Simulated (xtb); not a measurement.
C4H10Si2, SMILES C1C[SiH2][Si@@H](C)C=1. All values are semi-empirical tight-binding results from xtb (GFN2-xTB unless named), good for trends rather than for accurate numbers. Geometry optimised at GFN2-xTB. The structure was generated by enumeration; whether it is a known compound was not checked. The values are those of a single conformer.

Computed properties:
```json
{
 "orbital_gap": "3.64 eV",
 "dipole_moment": "0.27 D",
 "zero_point_energy": "75.5 kcal/mol",
 "G − E(el) at 298.15 K (modified RRHO)": "54.7 kcal/mol",
 "static polarisability (D4 model)": "100.1 bohr³",
 "solvation energy, GFN2-xTB/ALPB(water)": "-0.3 kcal/mol",
 "solvation energy, GFN2-xTB/ALPB(hexane)": "-4.2 kcal/mol"
}
```
